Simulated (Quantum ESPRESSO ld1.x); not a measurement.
Task: Coherent X-ray form factor from a spherical all-electron density. All-electron calculation, Dirac Kohn-Sham, relativistic LDA (MacDonald-Vosko exchange, VWN5 correlation), spin-unpolarised, spherical densities, point nucleus. Program: ld1.x of Quantum ESPRESSO 7.5.

| sin(theta)/lambda (1/angstrom) | f0 (electrons) |
|---|---|
| 0.05 | 50.417 |
| 0.1 | 48.787 |
| 0.15 | 46.413 |
| 0.2 | 43.658 |
| 0.25 | 40.831 |
| 0.3 | 38.126 |
| 0.4 | 33.345 |
| 0.5 | 29.356 |
| 0.6 | 26.015 |
| 0.8 | 21.053 |
| 1 | 17.891 |
| 1.25 | 15.154 |
| 1.5 | 12.808 |
| 2 | 8.866 |

The species is in the configuration that NIST lists as its ground one. Which atom or ion scatters so?

Result: The caesium ion Cs4+, [Kr] 4d10 5s2 5p3. Extrapolating in s^2 from the first two rows gives f0(0) = 51.0, near the electron count 51; among species with that count, the fall with angle is slower the higher Z, and the table is that of Z = 55; from so few rows the species is fixed only to a neighbour or two.
